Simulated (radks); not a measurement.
The mean radii <r> (bohr) of the occupied orbitals of an atom or ion are listed with their occupations. All-electron calculation, non-relativistic Kohn-Sham, PBE, spin-polarised, spherical densities, point nucleus. Program: a radial shooting solver on a logarithmic mesh with Libxc functionals.

| orbital | occ. | <r> |
|---|---|---|
| 1s up | 1 | 0.02712 |
| 1s down | 1 | 0.02712 |
| 2s up | 1 | 0.1159 |
| 2s down | 1 | 0.1159 |
| 2p up | 3 | 0.09857 |
| 2p down | 3 | 0.09851 |
| 3s up | 1 | 0.2947 |
| 3s down | 1 | 0.2950 |
| 3p up | 3 | 0.2831 |
| 3p down | 2 | 0.2835 |
| 3d up | 5 | 0.2510 |
| 3d down | 3 | 0.2513 |
| 4s up | 1 | 0.5841 |

Name the element and its charge. Open shells, if any, are filled with parallel spins first.

Answer. Z = 56, barium, charge +30: Ba30+ in [Ne] 3s2 3p5 3d8 4s1. The 1s radius gives Z: for a bare nucleus <r> = 1.5/Z, 0.02679 bohr for Z = 56, and screening makes it slightly larger (0.02712 here). The occupations add up to 26, and the charge is Z minus that.
